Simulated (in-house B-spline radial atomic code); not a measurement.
Radial electron density of the cerium ion Ce²⁺, [Ar] 3d10 4s2 (4p1/2)2 (4p3/2)3 4d10 4f1 5s2 (5p1/2)2 (5p3/2)3 5d1 6s2. Method: Dirac-Kohn-Sham relativistic LDA, spherical fractional occupations, Fermi nucleus of rms radius 4.8771 fm. Calculated with a radial B-spline atomic code at the basis-set limit.

Columns: r (bohr), 4πr²n(r) (electrons per bohr), bar.

```
0.000838    2.048 #
 0.00105    3.009 #
 0.00131    4.362 ##
 0.00163    6.247 ###
 0.00204    8.947 ####
 0.00254    12.56 ######
 0.00317    17.45 ########
 0.00396    23.84 ###########
 0.00494    31.78 ##############
 0.00617    41.26 ##################
 0.00771    51.77 #######################
 0.00962    62.19 ############################
   0.012       71 ################################
   0.015    76.45 ##################################
  0.0187    77.18 ##################################
  0.0234    73.65 #################################
  0.0292    69.04 ###############################
  0.0364     68.4 ##############################
  0.0455    75.66 ##################################
  0.0568    88.84 ########################################
  0.0709    98.87 ############################################
  0.0885    96.27 ###########################################
    0.11    83.11 #####################################
   0.138    73.59 #################################
   0.172    78.86 ###################################
   0.215    85.83 ######################################
   0.268    73.37 #################################
   0.335    46.33 #####################
   0.418    31.48 ##############
   0.522    33.99 ###############
   0.652    33.82 ###############
   0.814    23.25 ##########
    1.02    13.22 ######
    1.27     9.35 ####
    1.58    7.045 ###
    1.98    4.152 ##
    2.47    2.195 #
    3.08    1.324 #
    3.85   0.7278 
     4.8   0.2597 
       6   0.0484 
    7.49 0.004227 
    9.35 0.0001493 
    11.7 1.677e-06
```

On this grid the curve has 4 maxima, near 0.0187, 0.0709, 0.215, 0.522 bohr.

The 4f5/2 radial function P(r) = rR(r), positive near the nucleus, with its small component Q(r) (sign convention: Q ≈ (P' + κP/r)/2c):

| r (bohr) | P | Q |
| --- | --- | --- |
| 0.0364 | 0.001886 | 0.001179 |
| 0.0568 | 0.008407 | 0.003305 |
| 0.0885 | 0.03328 | 0.008058 |
| 0.138 | 0.1126 | 0.01634 |
| 0.215 | 0.3076 | 0.02596 |
| 0.335 | 0.6444 | 0.03028 |
| 0.522 | 0.9724 | 0.02385 |
| 0.814 | 1.002 | 0.01174 |
| 1.27 | 0.685 | 0.003256 |
| 1.98 | 0.2919 | 0.0002398 |
| 3.08 | 0.06699 | -9.611e-05 |
| 4.8 | 0.006053 | -1.772e-05 |
